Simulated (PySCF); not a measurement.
Isomers C8H9NSi:

A. `[Si@@H]1(C#C)CC=C(C#N)CC1`
B. SMILES C#Cc1ccc(N[SiH3])cc1
C. SMILES C=C(C#CC)/C=C\[SiH2]C#N

Spectrum 1. 1H NMR (400 MHz, computed): δ 7.18 (d, 1H), 6.25 (br s, 1H), 5.99 (br s, 1H), 5.81 (m, 1H), 4.87 (d, 2H), 2.46 (s, 3H). 13C{1H} NMR (computed): δ 160.7 (CH), 140.8 (CH2), 138.8 (C), 126.2 (C), 121.2 (CH), 112.1 (C), 86.8 (C), 7.2 (CH3).

Spectrum 2. 1H NMR (400 MHz, computed): δ 7.74 (d, 2H), 6.72 (d, 2H), 4.81 (s, 3H), 3.24 (br s, 1H), 2.66 (s, 1H). 13C{1H} NMR (computed): δ 152.4 (C), 141.2 (CH), 118.1 (CH), 115.7 (C), 89.5 (C), 84.4 (CH).

Spectrum 3. 1H NMR (400 MHz, computed): δ 7.08 (m, 1H), 4.39 (m, 1H), 2.78 (m, 1H), 2.24 (m, 1H), 2.14 (m, 1H), 2.00 (d, 1H), 1.70 (m, 1H), 1.13 (m, 1H), 0.90 (m, 1H). 13C{1H} NMR (computed): δ 154.3 (CH), 124.9 (C), 123.9 (C), 105.2 (CH), 88.1 (C), 28.9 (CH2), 18.0 (CH2), 12.0 (CH2).

Calculated, not measured (PySCF): GFN2-xTB structure, PBE0/pcSseg-1 with gauge-including orbitals. Rapidly exchanging positions averaged, single conformer, no solvent model, non-relativistic.

Referencing at the same level of theory: TMS for 1H, 13C. Where no couplings were computed, multiplicities follow the n + 1 count of equivalent neighbours, and m marks all less simple cases (inequivalent or close neighbours, rings, F or P nearby). Shifts are as computed. Against solution values, carbons near 30 ppm lie about +3 ppm off and those near 130 ppm about +5 ppm. Of 1309 compounds with measured shifts, 239 miss one by over three times the rms of a fit or turn the order of signals round; such compounds aren't used in these exercises. OH and NH positions are gas-phase values without hydrogen bonding to other molecules.

Question: Which spectrum belongs to which compound?

Answer: 1–C, 2–B, 3–A.

- Spectrum 1 (C): 8 13C signals; δC 160.7 is an alkene CH; δC 140.8 is a terminal =CH2 carbon.
- Spectrum 2 (B): 6 13C signals; δC 152.4 is an aromatic carbon bearing nitrogen; δC 118.1 is an aromatic CH.
- Spectrum 3 (A): 8 13C signals; δC 154.3 is an alkene CH; δC 124.9 is a nitrile carbon.
